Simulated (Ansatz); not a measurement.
`B[CH](Cl)[GeH3]` + HBr → `B[CH]([GeH3])Br` + HCl  (substitution at a C–Cl bond)

Gas-phase electronic energies from Ansatz, PBE0-D4/def2-TZVP geometries. CCSD(T)/CBS adds triple-zeta CCSD(T) − MP2 to the extrapolated MP2 energy (def2 sets, frozen cores). This one scheme is used for every species. Functionals use def2-TZVPP. For Br, Ge outer-core shells are correlated without core-valence functions, which leaves a few kJ/mol of doubt a bond. Scalar relativity is left out up to krypton.

```
             level  ΔE (kcal/mol)  difference from CCSD(T)/CBS
            PBE-D4           -2.3                          1.2
         r2SCAN-D4           -2.4                          1.1
           ωB97X-V           -2.5                          1.0
           ωB97M-V           -2.6                          0.9
               PBE           -2.0                          1.5
            r2SCAN           -2.4                          1.1
     HF/def2-TZVPP           -2.8                          0.7
SCS-MP2/def2-TZVPP           -4.0                         -0.5
CCSD(T)/def2-TZVPP           -3.8                         -0.3
      HF/CBS(def2)           -2.6                          0.9
       CCSD(T)/CBS           -3.5                            0
```

Largest T1 diagnostic among the species: 0.011.

In def2-TZVPP, CCSD(T) changes the Hartree–Fock value by −1.1 kcal/mol (the triples alone add −0.0 kcal/mol) and MP2 by −1.6 kcal/mol.
